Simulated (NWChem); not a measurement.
System: silylphosphine (SiPH5); SMILES [SiH3]P

Here is an NWChem input.

```
start job
memory heap 200 mb stack 900 mb global 1100 mb
geometry units angstroms noautosym nocenter noautoz
  Si    -0.000060     1.085727    -0.022074
  P      0.000061    -1.192147    -0.090963
  H     -1.210923     1.569291    -0.736735
  H      1.206478     1.569612    -0.743800
  H      0.003878     1.656547     1.352534
  H     -1.036736    -1.349928     0.874749
  H      1.042795    -1.349604     0.868390
end
basis spherical
  Si library def2-tzvp
  P library def2-tzvp
  H library def2-tzvp
end
dft
  xc pbe0
  iterations 150
end
property
  shielding 5 1 2 3 5 6
end
task dft property
```

All runs use the structure optimised with B3LYP/6-31G* (spherical d).

GIAO values for the isolated, static molecule; σ is the absolute isotropic shielding.

Atoms are numbered as in the input.

### Question
Predict the main results of this run. (PBE0/def2-TZVP, GIAO.) Quantities: basis functions; σ Si1 (ppm); σ P2 (ppm); σ H3 (rotor mean) (ppm); σ H6 (ppm).

### Answer
The number of basis functions is 104 and the σ Si1 (ppm) is 411.7. The σ P2 (ppm) is 588.1 and the σ H3 (rotor mean) (ppm) comes out as 27.20. The σ H6 (ppm) comes out as 29.76.
